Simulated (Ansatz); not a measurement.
`[F][AlH][SbH2]` + `B[Si](O)(F)F` → `[BH2][AlH][SbH2]` + `O[Si](F)(F)F`  (redistribution)

Isolated molecules relaxed with PBE0-D4/def2-TZVP in Ansatz; ΔE leaves out vibrations. CBS: MP2 limit from def2 TZ/QZ plus the TZ coupled-cluster correction, frozen cores. DFT in def2-TZVPP. Elements past krypton have def2 core potentials. For Sb outer-core shells are correlated without core-valence functions, which leaves a few kJ/mol of doubt a bond. One conformer a species, not always the lowest.

| level | ΔE (kJ/mol) |
| --- | --- |
| LDA (SPW92) | 31.9 |
| r2SCAN0-D4 | 29.5 |
| PBE-QIDH | 33.2 |
| BLYP | 47.2 |

(1) What does CCSD(T)/CBS give? (Best estimate.)

Largest T1 diagnostic among the species: 0.014.

Results:

(1) The calculation gave: +36.5 kJ/mol. The listed levels differ from it by -4.6, -7.0, -3.3, 10.7 kJ/mol.

From BLYP to BHLYP (50 % exact exchange), in def2-TZVPP and without D4, ΔE moves by −9.4 kJ/mol. At CCSD(T), def2-SVP lies +14.2 kJ/mol from the extrapolated value and def2-TZVPP −3.3 kJ/mol.
